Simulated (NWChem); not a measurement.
diboron tetrachloride (B$_{2}$Cl$_{4}$); SMILES B(Cl)(B(Cl)Cl)Cl

```xyz
6

Cl    -1.0992     1.7323     1.0476
B      0.0000     0.8464     0.0000
Cl     1.0992     1.7323    -1.0476
B      0.0000    -0.8464     0.0000
Cl    -1.0992    -1.7323    -1.0476
Cl     1.0992    -1.7323     1.0476
```
Atoms are numbered in this order, from 1.

Results from NWChem. Pople sets run with spherical d functions. Geometry: optimised at B3LYP/6-31G* (spherical d). Vzz is the largest principal value of the second derivative of the potential at the nucleus (NWChem prints the opposite sign); η is the asymmetry. Non-relativistic.

```csv
level,Vzz Cl6 (a.u.),η Cl6,Vzz B4 (a.u.),η B4
B3LYP/def2-TZVP,2.102,0.67,0.401,0.69
B3LYP/def2-SVP,___,0.65,___,0.72
PBE0/cc-pVTZ,1.931,0.66,0.384,0.67
PBE0/6-31G*,2.062,0.60,0.345,0.67
```

Complete the blanks.


- B3LYP/def2-SVP, Vzz Cl6 (a.u.): 1.902
- B3LYP/def2-SVP, Vzz B4 (a.u.): 0.359
